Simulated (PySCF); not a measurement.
Computed IR spectrum (relative IR intensity) of a molecule C2H7BN2O. The structure is a stationary point at PBE-D3(BJ)/def2-SVP. Other conformers were not sampled. The numbers are results of PySCF with PBE-D3(BJ)/def2-SVP, not measurements. Harmonic, unscaled wavenumbers; measured fundamentals usually lie a few per cent lower.

ν (cm⁻¹): 330 (m), 335 (m), 438 (m), 441 (w), 480 (w), 551 (w), 639 (w), 775 (w), 869 (vw), 931 (vw), 1005 (s), 1095 (w), 1295 (s), 1314 (m), 1370 (w), 1392 (m), 1397 (w), 1400 (m), 1544 (vs), 1747 (vs), 2848 (m), 2960 (vw), 3033 (vw), 3092 (vw), 3539 (w), 3651 (w), 3759 (m) (against the strongest line: vs over 80 %, s over 45 %, m over 15 %, w over 4 %, vw less)

**Question.** Which molecule gave these data?
A. OB1NCCN1
B. C/C=N/B(N)O
C. C/N=C/B(N)O
D. C=COB(N)N

**Answer.** B, C/C=N/B(N)O
